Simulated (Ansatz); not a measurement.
Species: C9H9NSSi, SMILES `[SiH3]c1c(S)cnc2ccccc12` (C–C–S–H torsion 180°) (charge 0, multiplicity 1).

Give a relaxed geometry from PBE-D3(BJ)/def2-SVP (Ansatz, a first-principles code).

Several could match; the one computed here: the end point of this relaxation, one of several conformers (outside a Z-matrix the atoms follow the SMILES, hydrogens last).
Z-matrix (Å, degrees):
```
C
C 1 1.4267
C 2 1.3883 1 121.08
H 3 1.1005 2 119.66 1 180.00
H 2 1.1013 3 119.32 4 -0.01
C 3 1.4199 4 119.71 2 180.00
C 6 1.3869 3 119.93 4 -180.00
H 7 1.0996 6 122.25 3 180.00
H 6 1.1003 7 120.28 8 0.00
C 7 1.4236 8 117.15 6 -180.00
N 10 1.3674 7 118.25 8 0.01
C 11 1.3132 10 118.45 7 179.98
H 12 1.1080 11 116.78 10 180.00
C 12 1.4376 13 118.68 11 180.00
C 14 1.4026 12 118.88 13 -179.97
S 14 1.7773 15 122.06 1 179.98
H 16 1.3634 14 94.78 15 -179.94
Si 15 1.8979 14 122.98 12 179.97
H 18 1.4997 15 109.75 14 -0.20
H 18 1.5042 19 109.04 16 121.10
H 18 1.5042 19 109.05 20 118.19
```
